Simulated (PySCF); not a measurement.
AlH7O2Si2, SMILES [OH][Al]([OH])[SiH2][SiH3]. Geometry optimised at TPSSh-D3(BJ)/def2-SVP. The structure was generated by enumeration; whether it is a known compound was not checked. Other conformers were not sampled.

Computed equilibrium geometry at TPSSh-D3(BJ)/def2-SVP (PySCF confirms it by a frequency run) as bond lengths and angles (one conformer of several):
Atoms: Si1 Si2 Al3 O4 O5 H6 H7 H8 H9 H10 H11 H12. Bonds (Å): Si1–Si2 2.352, Si1–H6 1.491, Si1–H7 1.492, Si1–H8 1.491, Si2–Al3 2.423, Si2–H9 1.494, Si2–H10 1.494, Al3–O4 1.708, Al3–O5 1.708, O4–H11 0.963, O5–H12 0.963. Bond angles (°): Si2–Si1–H6 112.3, Si2–Si1–H7 109.8, Si2–Si1–H8 109.8, H6–Si1–H7 108.4, H6–Si1–H8 108.5, H7–Si1–H8 107.9, Si1–Si2–Al3 109.8, Si1–Si2–H9 108.0, Si1–Si2–H10 108.1, Al3–Si2–H9 111.4, Al3–Si2–H10 111.4, H9–Si2–H10 108.0, Si2–Al3–O4 117.7, Si2–Al3–O5 117.8, O4–Al3–O5 124.5, Al3–O4–H11 128.9, Al3–O5–H12 128.9.
